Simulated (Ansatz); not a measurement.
Start from `C=[CH][AlH2]` and change one atom or group to get `C=[CH][AlH][SiH2]Cl`.

Ansatz, PBE0-D4/def2-TZVP geometries, multiplicity 1. Each molecule was computed in one conformer, which needn't be the lowest.

```tsv
property	`C=[CH][AlH2]`
LUMO energy (ωB97M-V/def2-TZVPP) / eV	0.05
HOMO–LUMO gap (ωB97M-V/def2-TZVPP) / eV	10.38
size of the dipole moment (B3LYP/def2-TZVPP) / D	0.87
size of the dipole moment (ωB97M-V/def2-TZVPP) / D	0.84
LUMO energy (B3LYP/def2-TZVPP) / eV	-1.87
HOMO energy (B3LYP/def2-TZVPP) / eV	-7.90
```

**Question.** Give the same properties after the change, and the shifts. (An estimate is asked.)

**Answer.** Ansatz gave: 
```csv
property,`C=[CH][AlH][SiH2]Cl`,shift
LUMO energy (ωB97M-V/def2-TZVPP) / eV,-0.44,-0.49
HOMO–LUMO gap (ωB97M-V/def2-TZVPP) / eV,8.98,-1.40
size of the dipole moment (B3LYP/def2-TZVPP) / D,1.59,0.72
size of the dipole moment (ωB97M-V/def2-TZVPP) / D,1.63,0.79
LUMO energy (B3LYP/def2-TZVPP) / eV,-2.32,-0.45
HOMO energy (B3LYP/def2-TZVPP) / eV,-7.22,0.68
```

With PBE0 the HOMO rises by 0.68 eV and the LUMO falls by 0.48 eV, so the gap narrows by about 1.16 eV. PBE moves the HOMO by 0.52 eV and ωB97M-V by 0.90 eV. Dipoles are sizes alone; their direction can turn.

B3LYP here is the variant with VWN-RPA as its local correlation; programs differ in this.
